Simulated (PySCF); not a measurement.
TDDFT excited states: C6H11NSi2

C6H11NSi2.
SMILES: `N#C/C=C\C[SiH2]/C=C/[SiH3]`

Computed, not measured: TDDFT B3LYP/def2-SVPD, vertical, gas phase, core orbitals frozen in the response (PySCF). Isolated species at its PBE0-D3(BJ)/def2-SVP geometry (one conformer only). Torsions of this conformer, `[N:1]#[C:2]/[CH:3]=[CH:4]\[CH2:5][SiH2:6]/[CH:7]=[CH:8]/[SiH3:9]`: C3–C4–C5–Si6 -101°, C4–C5–Si6–C7 59°, C5–Si6–C7–C8 52°.

| state | E (eV) | ν̃ (cm⁻¹) | f | main configurations (H = HOMO, L = LUMO) |
| --- | --- | --- | --- | --- |
| S1 | 5.21 | 41990 | 0.058 | H→L (46%), H-1→L (31%), H→L+1 (21%) |
| S2 | 5.29 | 42700 | 0.014 | H→L+1 (72%), H-1→L (16%) |
| S3 | 5.56 | 44860 | 0.067 | H-1→L (41%), H→L (26%), H-2→L+1 (14%) |
| S4 | 5.61 | 45220 | 0.037 | H-2→L+1 (79%) |
| S5 | 5.78 | 46660 | 0.016 | H-2→L (90%) |
| S6 | 6.22 | 50140 | 0.023 | H-3→L (26%), H→L+2 (26%), H-4→L (21%) |
| S7 | 6.27 | 50540 | 0.415 | H-1→L+1 (70%) |
| S8 | 6.33 | 51020 | 0.015 | H→L+2 (55%), H-3→L (14%), H-4→L (10%) |
| S9 | 6.90 | 55620 | 0.0076 | H→L+3 (67%), H→L+2 (12%) |
| S10 | 6.92 | 55770 | 0.011 | H-5→L (61%), H-4→L (12%) |

Triplets (Tamm–Dancoff): T1 3.55 eV, H→L (86%), H-1→L (8%); T2 3.96 eV, H-1→L+1 (76%), H→L+1 (16%); T3 4.99 eV, H-2→L+1 (77%), H→L+1 (14%); T4 5.23 eV, H-1→L (80%), H→L (10%).

The lowest singlet lies at 5.21 eV (238 nm, ultraviolet) and is of moderate strength; its leading configuration is HOMO→LUMO (46%). The strongest level in the table is S7 at 6.27 eV (198 nm, f = 0.415). Löwdin shares by element: HOMO carbon 51% or more, nitrogen 15% (atoms not listed hold the other 34%); LUMO carbon 63% or more, nitrogen 15% (atoms not listed hold the other 22%). The listed states span 1.71 eV, and the widest gap between neighbours is 0.57 eV (S8 to S9). Of the 10 states listed, 9 reach f = 0.01 and none stays under 0.0005. The oscillator strengths of these states sum to 0.664; summed over the whole spectrum of an exact calculation they would give the number of electrons, 82 (Thomas–Reiche–Kuhn). No computed singlet lies in the visible range (380 to 750 nm); the lowest, at 238 nm, stands 1.94 eV above its violet end (3.26 eV). All these states lie below the vertical ionisation energy of 9.21 eV (ΔSCF). The window holds the lowest 10 singlets.

On one thread of an Arm Neoverse V1, on a shared host, this took 7.8 min wall and 1.2 GiB of memory at its peak.
